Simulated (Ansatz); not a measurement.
Calculated with Ansatz (gas phase, PBE0-D4/def2-TZVP geometries, no zero-point term in ΔE). CCSD(T)/CBS adds triple-zeta CCSD(T) − MP2 to the extrapolated MP2 energy (def2 sets, frozen cores). Functionals use def2-TZVPP. B3LYP here is the variant with VWN-RPA as its local correlation; programs differ in this. For Ge outer-core shells are correlated without core-valence functions, which leaves a few kJ/mol of doubt a bond. Scalar relativity is left out up to krypton.

Reaction (formal exchange of groups at a C–N bond): `C[N]1[CH2][GeH2]1` + `B1[SiH2]S1` → `C[SiH]1BS1` + `[CH2]1[NH][GeH2]1`

(1) Is it downhill or uphill in electronic energy at CCSD(T)/CBS, and by how much? (Best estimate.)

(2) What do these levels give: r2SCAN-D4, B3LYP-D4, ωB97X-V, ωB97M-V, B2PLYP, PBE, SCS-MP2/def2-TZVPP, CCSD(T)/def2-TZVPP, HF/def2-QZVPP, SCS-MP2/def2-QZVPP, HF/CBS(def2), CCSD/CBS(def2)? (Best estimate.)

Largest T1 diagnostic among the species: 0.017.

## Answers

(1) Ansatz gave: Downhill: ΔE = -72.0 kJ/mol.

(2) Computed: r2SCAN-D4 -74.7, B3LYP-D4 -69.0, ωB97X-V -70.1, ωB97M-V -74.0, B2PLYP -70.8, PBE -72.0, SCS-MP2/def2-TZVPP -68.7, CCSD(T)/def2-TZVPP -69.8, HF/def2-QZVPP -67.7, SCS-MP2/def2-QZVPP -70.3, HF/CBS(def2) -67.7, CCSD/CBS(def2) -72.2 kJ/mol.
